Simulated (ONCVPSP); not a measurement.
# Which change was made? (Nd, ONCV)

```json
{
  "Element": "neodymium",
  "Generator": "ONCVPSP 4.0.1",
  "Type": "optimised norm-conserving Vanderbilt (ONCV)",
  "Functional": "LDA (Perdew-Wang 92)",
  "Relativity": "scalar-relativistic",
  "Frozen core": "[Kr] 4d10 4f3",
  "Valence charge": "11",
  "Reference configuration": "5s2 5p6 5d1 6s2",
  "Partial waves": "5s+6s: rc 2.25 bohr, ncon 3, nbas 7, qcut 6.9 1/bohr, 3 projectors, debl 2.8 Ha; 5p: rc 2.05 bohr, ncon 4, nbas 8, qcut 7 1/bohr, 1 projector; 5d: rc 3.40 bohr, ncon 4, nbas 9, qcut 4.8 1/bohr, 2 projectors, debl 2.9 Ha",
  "Local potential": "polynomial inside 1.50 bohr (lpopt 5, dvloc0 -1 Ha)",
  "Core correction": "none"
}
```

Cutoffs, loose and tight: the cutoffs (Ha) at which the residual kinetic energy of the hardest occupied pseudo-wave falls to 1 and 0.1 mHa per electron. They do not see the model core or the augmentation charge, which bear on the density cutoff. Test errors are all-electron minus pseudo excitation energies from the reference, over the configurations 5s2 5p6 5d1 6s1; 5s2 5p6 5d1 6s0; 5s2 5p6 5d0 6s0; 5s2 5p6 5d1.5 6s1.5; variants that change the core or the reference have their own tests.

The base gives: outcome: generated; cutoff, loose: 15 Ha; cutoff, tight: 19 Ha; bound ghosts: none; GHOST(+) flags above zero: s; largest test error (meV): -31.

Q: After one change the result is: outcome: failed: ERROR pspot: first pseudo wave function has node, program will stop. Which change was it?
A. core correction Teter function, fcfact 5.25, rcfact 1.8
B. s: qcut 5.9; p: qcut 6; d: qcut 4.1
C. core [Kr] 4d10 5s2, valence charge 12; reference 4f4 5p6 6s2; waves now 6s: rc 3.75 bohr, ncon 4, nbas 8, qcut 1.9 1/bohr, 2 projectors, debl 1 Ha; 5p: rc 2.50 bohr, ncon 5, nbas 9, qcut 6 1/bohr, 1 projector; d scattering state at 0.03 Ha: rc 3.75 bohr, ncon 4, nbas 7, qcut 2.2 1/bohr, 2 projectors, debl 2.3 Ha; 4f: rc 1.10 bohr, ncon 3, nbas 8, qcut 17.8 1/bohr, 2 projectors, debl 2.4 Ha; local potential polynomial inside 0.95 bohr (lpopt 4, dvloc0 0 Ha)
D. s: rc 2.14

A: D. The others give: core [Kr] 4d10 5s2, valence charge 12; reference 4f4 5p6 6s2; waves now 6s: rc 3.75 bohr, ncon 4, nbas 8, qcut 1.9 1/bohr, 2 projectors, debl 1 Ha; 5p: rc 2.50 bohr, ncon 5, nbas 9, qcut 6 1/bohr, 1 projector; d scattering state at 0.03 Ha: rc 3.75 bohr, ncon 4, nbas 7, qcut 2.2 1/bohr, 2 projectors, debl 2.3 Ha; 4f: rc 1.10 bohr, ncon 3, nbas 8, qcut 17.8 1/bohr, 2 projectors, debl 2.4 Ha; local potential polynomial inside 0.95 bohr (lpopt 4, dvloc0 0 Ha) → outcome: generated, projector energies reset by the program; cutoff, loose: 110 Ha; cutoff, tight: 127 Ha; bound ghosts: s, d, p; GHOST(+) flags above zero: d; largest test error (meV): tests left out (the all-electron energies of this program are off by 10 to 40 meV for near-neutral 4f atoms) | s: qcut 5.9; p: qcut 6; d: qcut 4.1 → outcome: generated; cutoff, loose: 13 Ha; cutoff, tight: 16 Ha; bound ghosts: none; GHOST(+) flags above zero: s, d; largest test error (meV): -15 | core correction Teter function, fcfact 5.25, rcfact 1.8 → outcome: generated; cutoff, loose: 15 Ha; cutoff, tight: 19 Ha; bound ghosts: none; GHOST(+) flags above zero: s; largest test error (meV): -106.
